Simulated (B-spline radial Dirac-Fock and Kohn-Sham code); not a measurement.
Relativistic shifts of the levels of Cd¹⁹⁺

System: cadmium as Cd¹⁹⁺, configuration 1s2 2s2 2p6 3s2 3p6 3d10 4s1.

Both columns are ΔSCF binding energies of the configuration average from a radial finite-basis atomic code: non-relativistic Hartree-Fock with a point nucleus, and Dirac-Fock with a finite nucleus and the Coulomb interaction alone, averaged over the two j levels with weights 2j+1.

```
shell  Hartree-Fock (eV)  Dirac-Fock (eV)  shift (eV)  shift (%)
   1s            26482.7          27355.6     +872.91      +3.30
   2s             4365.8           4580.4     +214.55      +4.91
   2p             4094.4           4157.7      +63.30      +1.55
   3p             1132.9           1148.9      +16.00      +1.41
   3d              931.1            927.2       -3.84      -0.41
   4s              531.9            545.3      +13.36      +2.51
```

Relativity binds 1s, 2s, 2p, 3p, 4s more strongly, among those listed most of all 2s in relative terms, and 3d more weakly, because the contracted s and p shells screen the nucleus better.

Values without a named source are computed, but for edge energies of neutral atoms, which are taken from tables.
